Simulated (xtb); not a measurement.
CH₂O₂, charge -1, doublet, from a rough starting geometry (a state made from the parent by changing its charge; the spin is typed, not shown lowest); GFN2-xTB in xtb.

Input for xtb:
```
$ xtb mol.xyz --gfn 2 --chrg -1 --uhf 1 --opt vtight --json

# file mol.xyz
5

O      0.77281401    -0.59686998    -0.04841995
C     -0.41862948     0.08240105     0.02099449
O     -0.59609497     1.22213960     0.06941185
H      1.42978465     0.15288918    -0.03959252
H     -1.17010509    -0.77862061    -0.00384844
```

Output, abridged:

```
   ID    Z sym.   atoms
    1    8 O      1, 3
    2    6 C      2
    3    1 H      4, 5

           -------------------------------------------------
          |                Calculation Setup                |
           -------------------------------------------------

           -------------------------------------------------
          |                 G F N 2 - x T B                 |
           -------------------------------------------------

          ...................................................
          :                      SETUP                      :
          :.................................................:
          :  # basis functions                  14          :
          :  # atomic orbitals                  14          :
          :  # shells                            8          :
          :  # electrons                        19          :
          :  max. iterations                   250          :
          :  Hamiltonian                  GFN2-xTB          :
          :  restarted?                      false          :
          :  GBSA solvation                  false          :
          :  PC potential                    false          :
          :  electronic temp.          300.0000000     K    :
          :  accuracy                    1.0000000          :
          :  -> integral cutoff          0.2500000E+02      :
          :  -> integral neglect         0.1000000E-07      :
          :  -> SCF convergence          0.1000000E-05 Eh   :
          :  -> wf. convergence          0.1000000E-03 e    :
          :  Broyden damping             0.4000000          :
          :  net charge                         -1          :
          :  unpaired electrons                  1          :
          ...................................................

 iter      E             dE          RMSdq      gap      omega  full diag
   1    -11.4299344 -0.114299E+02  0.531E+00    6.19       0.0  T
   2    -11.4410464 -0.111121E-01  0.298E+00    6.02       1.0  T
   3    -11.4417268 -0.680378E-03  0.802E-01    5.49       1.0  T
   4    -11.4417768 -0.500099E-04  0.156E-01    5.43       1.0  T
   5    -11.4417857 -0.884608E-05  0.541E-02    5.50       1.0  T
   6    -11.4417867 -0.100084E-05  0.144E-02    5.51       3.1  T
   7    -11.4417868 -0.904354E-07  0.523E-03    5.51       8.6  T
   8    -11.4417868 -0.268473E-07  0.147E-03    5.51      30.5  T
   9    -11.4417868 -0.120183E-08  0.779E-04    5.51      57.4  T
[...]
 * total energy  :   -11.3958290 Eh     change       -0.1285858E-02 Eh
 * total energy  :   -11.3958581 Eh     change       -0.2915228E-04 Eh
 * total energy  :   -11.3973349 Eh     change       -0.1476737E-02 Eh
 * total energy  :   -11.3974581 Eh     change       -0.1232465E-03 Eh
 * total energy  :   -11.3975042 Eh     change       -0.4611812E-04 Eh
 * total energy  :   -11.3975099 Eh     change       -0.5676017E-05 Eh
 * total energy  :   -11.3975133 Eh     change       -0.3433420E-05 Eh
 * total energy  :   -11.3975143 Eh     change       -0.1002874E-05 Eh
 * total energy  :   -11.3975146 Eh     change       -0.2458058E-06 Eh
 * total energy  :   -11.3975148 Eh     change       -0.2466031E-06 Eh
 * total energy  :   -11.3975150 Eh     change       -0.1547822E-06 Eh
 * total energy  :   -11.3975150 Eh     change       -0.2998445E-07 Eh
   *** GEOMETRY OPTIMIZATION CONVERGED AFTER 17 ITERATIONS ***
         :: total energy             -11.397515022712 Eh    ::
[...]
        13                          0.4048828              11.0174
        14                          0.6389402              17.3864
      -------------------------------------------------------------
                  HL-Gap            0.2819528 Eh            7.6723 eV
             Fermi-level            0.0418628 Eh            1.1391 eV

     #   Z          covCN         q      C6AA      α(0)
     1   8 O        1.644    -0.561    24.248     6.647
     2   6 C        2.614     0.130    25.151     8.202
     3   8 O        0.855    -0.680    28.173     7.116
     4   1 H        0.805     0.240     0.933     1.517
     5   1 H        0.920    -0.129     6.704     4.049

 Mol. C6AA /au·bohr⁶  :        350.623675
 Mol. C8AA /au·bohr⁸  :       7217.169932
 Mol. α(0) /au        :         27.532077

Wiberg/Mayer (AO) data.
largest (>0.10) Wiberg bond orders for each atom

 ---------------------------------------------------------------------------
     #   Z sym  total        # sym  WBO       # sym  WBO       # sym  WBO
 ---------------------------------------------------------------------------
     1   8 O    1.910 --     4 H    0.926     2 C    0.880
     2   6 C    3.335 --     3 O    1.520     5 H    0.932     1 O    0.880
     3   8 O    1.660 --     2 C    1.520
     4   1 H    0.942 --     1 O    0.926
     5   1 H    0.983 --     2 C    0.932
 ---------------------------------------------------------------------------

Topologies differ in total number of bonds
Writing topology from bond orders to xtbtopo.mol

molecular dipole:
                 x           y           z       tot (Debye)
 q only:        0.665      -0.718       0.009
   full:        0.769      -0.779      -0.223       2.839
molecular quadrupole (traceless):
                xx          xy          yy          xz          yz          zz
 q only:        1.175       3.972      -4.207      -0.500      -0.107       3.032
  q+dip:        1.845       5.586      -5.253       0.026       0.147       3.408
   full:        2.076       5.432      -5.200      -0.173       0.073       3.124

optimized geometry written to: xtbopt.xyz

           -------------------------------------------------
          | TOTAL ENERGY              -11.397515022712 Eh   |
          | GRADIENT NORM               0.000063042258 Eh/α |
          | HOMO-LUMO GAP               7.672325154496 eV   |
           -------------------------------------------------

normal termination of xtb
```
